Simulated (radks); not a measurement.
Results of a calculation; reference values are marked as such.
Q: Radial electron density D(r) = 4 pi r^2 rho(r) of an atom or ion with 2 electrons. Level of theory: non-relativistic Kohn-Sham, PBE, spin-unpolarised, spherical densities, point nucleus (a radial shooting solver on a logarithmic mesh with Libxc functionals).

```
   r/bohr * D(r) (the largest magnitude, 2.79, reaches the edge; | marks zero)
  0.02293 | *
  0.02484 | *
  0.02691 | *
  0.02892 | *
  0.03133 |  *
  0.03394 |  *
  0.03677 |   *
  0.03983 |   *
   0.0428 |    *
  0.04637 |     *
  0.05023 |     *
  0.05441 |      *
  0.05848 |       *
  0.06335 |        *
  0.06862 |          *
  0.07434 |           *
  0.08053 |             *
  0.08654 |              *
  0.09375 |                *
   0.1016 |                  *
     0.11 |                     *
   0.1182 |                       *
   0.1281 |                         *
   0.1387 |                            *
   0.1503 |                               *
   0.1628 |                                  *
    0.175 |                                    *
   0.1895 |                                       *
   0.2053 |                                          *
   0.2224 |                                             *
    0.239 |                                               *
    0.259 |                                                 *
   0.2805 |                                                   *
   0.3039 |                                                     *
   0.3292 |                                                      *
   0.3538 |                                                      *
   0.3832 |                                                      *
   0.4151 |                                                     *
   0.4497 |                                                   *
   0.4833 |                                                  *
   0.5236 |                                               *
   0.5672 |                                           *
   0.6144 |                                        *
   0.6656 |                                   *
   0.7153 |                                *
   0.7748 |                           *
   0.8394 |                       *
   0.9093 |                   *
   0.9771 |               *
    1.059 |            *
    1.147 |         *
    1.242 |      *
    1.346 |    *
    1.446 |   *
    1.567 | *
    1.697 | *
    1.838 |*
    1.976 |*
     2.14 *
    2.318 *
```

What is the nuclear charge?

A: Z = 3. The innermost maximum, from 1s, lies near 1/Z = 0.333 bohr (found: 0.359), and its height grows with Z. The density is that of the lithium ion Li+ in [He]; the configuration itself is not fixed sharply by these data. D(r) has 1 maximum, at r = 0.359 bohr.
